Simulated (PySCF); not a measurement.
Compound: cis-Hf(PH3)2Cl4 (singlet state).
Bonds: Hf1–P2, Hf1–Cl6, Hf1–P7, Hf1–Cl11, Hf1–Cl12, Hf1–Cl13. Hydrogens: H3, H4, H5 on P2; H8, H9, H10 on P7.

Computed with PBE0-D3(BJ)/def2-SVP geometry optimisation, gas phase, def2 core potentials past Kr (PySCF).

(1) Give the optimised bond lengths and angles.

Answers

(1) 
```csv
bond,length (bohr)
"Hf1–P2, Hf1–P7",5.367
"Hf1–Cl6, Hf1–Cl11",4.462
"Hf1–Cl12, Hf1–Cl13",4.553
P2–H3 and 5 like bonds,2.679
```

Bonds in one row agree within 0.02 bohr and their mean is given. A selection of angles:
```csv
angle,degrees
P2–Hf1–Cl6,171.1
P2–Hf1–P7,89.2
P2–Hf1–Cl11,83.1
P2–Hf1–Cl12,76.9
P2–Hf1–Cl13,78.7
Cl6–Hf1–P7,81.9
Cl6–Hf1–Cl11,105.8
Cl6–Hf1–Cl12,100.1
Cl11–Hf1–Cl12,101.3
Cl12–Hf1–Cl13,144.8
Hf1–P2–H3,116.7
Hf1–P2–H4,119.9
H3–P2–H4,98.5
H8–P7–H10,98.5
```

P2 (phosphorus bonded to Hf and 3 H) is distorted tetrahedral (angles from 98.5° to 119.9°). The 4 Cl–Hf bonds span 2.358 Å (Hf1–Cl6) to 2.413 Å (Hf1–Cl12), a spread of 0.055 Å. Hf1 (hafnium bonded to 4 Cl and 2 P) has the three widest angles are 172.2°, 171.1° and 144.8°, the others run from 76.9° to 105.8°.

Not checked by PBE0-D3(BJ)/def2-SVP frequencies.
